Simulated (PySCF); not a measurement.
Sn(Cl)3(SiH3) (Cl3H3SiSn), SMILES [Cl][Sn]([Cl])([Cl])[SiH3]. Coordinates come from a r2SCAN-D4/def2-SVP optimisation. The structure was generated by enumeration; whether it is a known compound was not checked. The def2 effective core potentials stand for the cores of Sn; spin–orbit coupling is left out.

Q: Give the equilibrium geometry at r2SCAN-D4/def2-SVP (PySCF confirms it by a frequency run) as Cartesian coordinates in Å, and its point group. (The exact figures need the calculation; the answer reports its results.)

A: point group C3v.
```xyz
8

Si     0.0000     0.0000     2.5827
Sn     0.0000     0.0000     0.0092
Cl     1.8785     1.0845    -0.8957
Cl    -1.8785     1.0845    -0.8957
Cl     0.0000    -2.1691    -0.8957
H      1.2317    -0.7111     3.0208
H     -1.2317    -0.7111     3.0208
H      0.0000     1.4222     3.0208
```
Charge 0, spin multiplicity 1.
